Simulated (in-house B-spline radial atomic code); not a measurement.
A fraction x of an electron is moved 3p → 3d in Mn V (Mn4+), starting from [Ar] 3d3 and keeping the highest spin. Level of theory: scalar-relativistic (X2C) CAM-B3LYP, spin-polarised, spherical fractional occupations, Fermi nucleus of rms radius 3.7057 fm; calculated with a B-spline radial code for spherical atoms.

Caution: exact exchange at fractional occupations of open shells leaves self-interaction of up to several eV.

```
    x  E(x) - E(0) (eV)  3p down level (eV)  3d up level (eV)
    0            0.0000            -113.197           -63.327
0.125            6.1742            -112.664           -63.747
 0.25           12.2294            -112.126           -64.161
0.375                 ?                   ?                 ?
  0.5           23.9825            -111.036           -64.976
0.625                 ?                   ?                 ?
 0.75           35.2594            -109.927           -65.771
0.875           40.7195            -109.366           -66.161
    1           46.0607            -108.802           -66.547
```

Task: What belongs in the row x = 0.375?

Result: An energy change of 18.1655 eV; 3p down at -111.583 eV, 3d up at -64.571 eV.

Task: What belongs in the row x = 0.625?

Result: An energy change of 29.6804 eV; 3p down at -110.483 eV, 3d up at -65.376 eV.

Task: Check Janak's theorem between x = 0.125 and 0.25.

Result: The slope of the energy is 48.44 eV; the orbital levels give 48.44 eV (ε of the receiving orbital less ε of the emptying one, averaged over the two points).
